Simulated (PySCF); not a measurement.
# Se²⁰⁺: ionisation energy

Se²⁰⁺ [Ne] 3s2 3p2 (3P) → Se²¹⁺ [Ne] 3s2 3p1 (2P), as a difference of total energies. Computed with PySCF 2.14 in an uncontracted even-tempered set (18 s from 1.9 bohr⁻², ratio 2.5; 12 p from 2.4 bohr⁻², ratio 2.5; 5 d from 11 bohr⁻², ratio 2.7; 4 f from 17 bohr⁻², ratio 2.7), with scalar relativity by spin-free X2C-1e. Correlated levels: outer shells: 1s2 frozen; virtual orbitals above 40 to 60 times the deepest correlated orbital energy dropped. The calculations carry no spin-orbit coupling.

```tsv
method	ionisation energy (eV)
UHF	840.73
LDA	842.00
PBE	842.12
PBE0	842.08
r2SCAN	842.43
B97-3	841.90
PW91	842.48
MP2 (outer shells)	841.32
SCS-MP2 (outer shells)	841.14
```

**Question.** How much does correlation contribute at MP2 (outer shells)?

**Answer.** 841.32 − (840.73) = 0.59 eV, measured against UHF.

Spin-orbit coupling is strong in these open shells (close to jj coupling). The scalar numbers leave it out and a first-order estimate fails, so it can dominate the gap to the real levels.

Breit and QED terms and the two-electron picture change are absent.

For comparison: 845.8 ± 2 eV (semi-empirical (NIST evaluation); NIST Atomic Spectra Database, ionization energies).
